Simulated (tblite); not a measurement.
Species: C2H9BrOSi3.
Numbering: `[CH2:1]=[CH:2][Si@H:3]([Br:4])[SiH2:5][O:6][SiH3:7]` (hydrogens: H8, H9 on C1; H10 on C2; H11 on Si3; H12, H13 on Si5; H14, H15, H16 on Si7)

Computed with GFN2-xTB (tblite), gas phase: L-BFGS steps from a force-field or distance-geometry start until the largest atomic force falls under 0.01 eV/Å.

Step 14: E = -607.2965 eV
```
atom  x, y, z in Å  |  force x, y, z in eV/Å
C1      2.6036    1.2847    0.6216   -0.117  -0.095  -0.059
C2      1.6074    0.7555   -0.0766    0.007  -0.076  -0.027
Si3     1.0284   -1.0449    0.1227    0.128  -0.030   0.105
Br4     2.5794   -2.2933   -0.9489   -0.062   0.024  -0.030
Si5    -1.1118   -1.6584   -0.5298    0.250   0.073   0.014
O6     -1.8623   -0.2657   -0.9086    0.023  -0.027   0.083
Si7    -2.4728    0.9963   -0.0906   -0.037   0.033  -0.071
H8      3.1540    0.6895    1.3357   -0.003   0.116  -0.002
H9      2.9127    2.3151    0.5065    0.005  -0.119   0.012
H10     1.0932    1.3778   -0.7998   -0.037  -0.016   0.012
H11     1.4107   -1.3919    1.5091   -0.109   0.003  -0.079
H12    -1.8254   -2.1890    0.6356    0.054  -0.156  -0.005
H13    -1.3008   -2.4945   -1.7115    0.026   0.058   0.020
H14    -1.5829    2.1120   -0.3561    0.121   0.135  -0.032
H15    -2.4439    0.6502    1.3272   -0.075   0.053   0.068
H16    -3.7970    1.1655   -0.6481   -0.175   0.023  -0.010
```

Step 15: E = -607.3034 eV
```
atom  x, y, z in Å  |  force x, y, z in eV/Å
C1      2.6002    1.2838    0.6202    0.029  -0.025   0.023
C2      1.6081    0.7498   -0.0766   -0.061  -0.019  -0.073
Si3     1.0297   -1.0490    0.1268    0.156   0.024  -0.017
Br4     2.5783   -2.2938   -0.9502   -0.055   0.014  -0.031
Si5    -1.1027   -1.6579   -0.5263    0.083   0.048  -0.035
O6     -1.8624   -0.2684   -0.9023    0.043  -0.021   0.112
Si7    -2.4739    0.9972   -0.0899   -0.017   0.023  -0.132
H8      3.1566    0.6978    1.3367   -0.012   0.066   0.009
H9      2.9136    2.3139    0.5054   -0.040  -0.132  -0.014
H10     1.0954    1.3778   -0.7966   -0.055  -0.058  -0.004
H11     1.4092   -1.3915    1.5053   -0.068  -0.037   0.060
H12    -1.8223   -2.2015    0.6311    0.076  -0.138  -0.007
H13    -1.3093   -2.4846   -1.7131    0.060   0.055   0.032
H14    -1.5828    2.1111   -0.3579    0.125   0.143  -0.036
H15    -2.4495    0.6610    1.3266   -0.071   0.030   0.134
H16    -3.7959    1.1632   -0.6508   -0.193   0.028  -0.021
```

Problem. Estimate the geometry and energy of step 16. (The exact step hangs on the optimiser's Hessian estimate; all steps are aligned on step 15, rigid shifts and turns removed.)

Solution. E = -607.3096 eV, largest force 0.194 eV/Å
```
atom  x, y, z in Å  |  force x, y, z in eV/Å
C1      2.5968    1.2817    0.6188    0.127   0.027   0.075
C2      1.6079    0.7445   -0.0778   -0.089   0.034  -0.089
Si3     1.0342   -1.0521    0.1302    0.131   0.052  -0.116
Br4     2.5765   -2.2940   -0.9524   -0.032  -0.005  -0.038
Si5    -1.0923   -1.6560   -0.5232   -0.067  -0.004  -0.044
O6     -1.8615   -0.2709   -0.8963    0.049   0.004   0.130
Si7    -2.4750    0.9987   -0.0918   -0.009   0.043  -0.112
H8      3.1580    0.7055    1.3378   -0.014   0.002   0.026
H9      2.9136    2.3103    0.5040   -0.068  -0.098  -0.039
H10     1.0958    1.3767   -0.7941   -0.069  -0.084  -0.027
H11     1.4059   -1.3917    1.5034   -0.023  -0.070   0.180
H12    -1.8178   -2.2150    0.6270    0.110  -0.107  -0.029
H13    -1.3141   -2.4751   -1.7129    0.089   0.046   0.030
H14    -1.5806    2.1133   -0.3598    0.090   0.103  -0.032
H15    -2.4559    0.6709    1.3284   -0.066   0.031   0.104
H16    -3.7990    1.1624   -0.6526   -0.158   0.025  -0.018
```

The energy changes by -0.0063 eV. The first-order estimate −F·Δx gives -0.0087 eV and the mean of the old and new forces, exact on a quadratic surface, -0.0063 eV. The step makes an angle of 55° with the force vector and moves no atom by more than 0.015 Å.

What follows is the cost of the whole relaxation. The run took 4.5 s of wall time on Arm Neoverse N1, one thread, no GPU, shared host with 64 logical CPUs at a one-minute load of 58.
